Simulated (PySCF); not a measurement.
## A survey of $^{19}$F NMR shifts

[PySCF: σ from GIAO-PBE0/pcSseg-1; geometry from GFN2-xTB; single conformer; non-relativistic; rapidly exchanging positions averaged; no solvent]

Shieldings were converted by a linear fit to measured shifts: $^{19}$F: δ = 146.13 − 0.903σ +14.6 on sp3 carbon (rms 6.0 ppm, 223 shifts, 7.0 ppm with the 5 outliers that the fit left out vs CFCl3, solution or neat liquid). A few per cent of atoms miss by over 2 rms, more outside the fitted compound classes.

(1) Give the $^{19}$F shifts of `C/N=C/[C@@H]1[SiH2][C@@]1(F)C(F)F`, `FC(F)=C(F)C[SiH2]S[SiH3]`, `C=C(F)OC(F)F`, `O=c1cc1CF`, `FC(F)[C@@]1(F)[SiH2][C@@H]1S[SiH3]`.

(2) Order these by $^{19}$F shift, lowest first.
A. O=c1cc1CF
B. Fc1ccoc1
C. O=C1CC=C1F
D. C=C(O[SiH3])OC(F)(F)OC

Results:

(1) 
```
                                                                compound                         environment  δ (ppm)
[CH3:1]/[N:2]=[CH:3]/[C@@H:4]1[SiH2:5][C@@:6]1([F:7])[CH:8]([F:9])[F:10]        F10: fluorine of a CF2 group   -113.3
[CH3:1]/[N:2]=[CH:3]/[C@@H:4]1[SiH2:5][C@@:6]1([F:7])[CH:8]([F:9])[F:10]         F9: fluorine of a CF2 group   -116.7
[CH3:1]/[N:2]=[CH:3]/[C@@H:4]1[SiH2:5][C@@:6]1([F:7])[CH:8]([F:9])[F:10]       F7: fluorine on an sp3 carbon   -209.9
              [F:1][C:2]([F:3])=[C:4]([F:5])[CH2:6][SiH2:7][S:8][SiH3:9]                F3: vinylic fluorine   -104.4
              [F:1][C:2]([F:3])=[C:4]([F:5])[CH2:6][SiH2:7][S:8][SiH3:9]                F1: vinylic fluorine   -120.4
              [F:1][C:2]([F:3])=[C:4]([F:5])[CH2:6][SiH2:7][S:8][SiH3:9]                F5: vinylic fluorine   -173.0
                             [CH2:1]=[C:2]([F:3])[O:4][CH:5]([F:6])[F:7]  F6/7: fluorine of a CF2 group (×2)    -84.4
                             [CH2:1]=[C:2]([F:3])[O:4][CH:5]([F:6])[F:7]                F3: vinylic fluorine    -96.4
                                                               O=c1cc1CF           fluorine on an sp3 carbon   -226.0
         [F:1][CH:2]([F:3])[C@@:4]1([F:5])[SiH2:6][C@@H:7]1[S:8][SiH3:9]         F1: fluorine of a CF2 group   -101.4
         [F:1][CH:2]([F:3])[C@@:4]1([F:5])[SiH2:6][C@@H:7]1[S:8][SiH3:9]         F3: fluorine of a CF2 group   -125.5
         [F:1][CH:2]([F:3])[C@@:4]1([F:5])[SiH2:6][C@@H:7]1[S:8][SiH3:9]       F5: fluorine on an sp3 carbon   -209.0
```

(2) A (-226.0 ppm, fluorine on an sp3 carbon), B (-172.0 ppm, aryl fluorine), C (-95.0 ppm, vinylic fluorine), D (-64.8 ppm, fluorine of a CF2 group).
